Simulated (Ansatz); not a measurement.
Reaction (ligand exchange at the In–F bond): `[F][InH][Cl]` + HI → `[Cl][InH][I]` + H–F

Isolated molecules relaxed with PBE0-D4/def2-TZVP in Ansatz; ΔE leaves out vibrations. CBS: MP2 limit from def2 TZ/QZ plus the TZ coupled-cluster correction, frozen cores. This one scheme is used for every species. Functionals use def2-TZVPP. HSE06 is defined as in plane-wave codes. Elements past krypton have def2 core potentials. For I, In outer-core shells are correlated without core-valence functions, which leaves a few kJ/mol of doubt a bond.

```json
{"level": "r2SCAN-D4", "ΔE (eV)": "-0.82"}
{"level": "B2PLYP", "ΔE (eV)": "-0.82"}
{"level": "PBE", "ΔE (eV)": "-0.79"}
{"level": "HSE06", "ΔE (eV)": "-0.91"}
```

What does CCSD(T)/CBS give? (Estimate.)

Computed: -0.95 eV. The listed levels differ from it by 0.13, 0.13, 0.16, 0.04 eV.

Largest T1 diagnostic among the species: 0.015.

From PBE to PBE0 (25 % exact exchange), in def2-TZVPP and without D4, ΔE moves by −0.12 eV. At CCSD(T), def2-SVP lies +0.15 eV from the extrapolated value and def2-TZVPP +0.08 eV.
